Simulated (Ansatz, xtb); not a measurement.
Ligand exchange: C2H5Cl + HI → C2H5I + HCl

Species: C2H5Cl (chloroethane) `CCCl`, singlet; HI (hydrogen iodide), singlet; C2H5I (iodoethane) `CCI`, singlet; HCl (hydrogen chloride), singlet. The partners trade Cl for I: C–Cl and H–I bonds give way to C–I and H–Cl.

Shapes, held fixed at every level: PBE0-D4/def2-TZVP. Programs: Ansatz 0.2.0, xtb 6.7.1. The zero-point and thermal change to 298 K, harmonic and unscaled (PBE0-D4/def2-TZVP), is +1.6 kJ/mol.

**The experiment to reproduce.** Tabulated heats of formation (Active Thermochemical Tables): C2H5Cl -111.2; HI +26.5; C2H5I -7.1; HCl -92.2 kJ/mol, which give ΔH(298 K) = -14.5 kJ/mol.

```csv
level,kind,ΔH (kJ/mol),computed − measured
GFN0-xTB,semi-empirical,+10.8,+25.3
HF/def2-TZVPP,Hartree–Fock,-5.4,+9.1
SPW92/def2-TZVPP,LDA,-9.1,+5.4
PBE0-D4/def2-TZVPP,global hybrid,-12.3,+2.1
wB97M-V/def2-TZVPP,range-separated hybrid,-11.0,+3.4
wB97X-V/def2-TZVPP,range-separated hybrid,-9.5,+5.0
MP2/def2-TZVPP,perturbation theory,-21.7,-7.2
CCSD/def2-TZVPP,coupled cluster or CI,-14.8,-0.4
CCSD(T)/def2-TZVPP,coupled cluster or CI,-16.7,-2.2
```

Nearest: CCSD/def2-TZVPP (-0.4); farthest: GFN0-xTB (+25.3). 8 of 9 levels lie within 10 kJ/mol. The wrong sign comes from GFN0-xTB. For atoms past krypton def2 sets carry core potentials with scalar relativity. Correlated rows may include outer-core shells of I, which these sets cover unevenly.
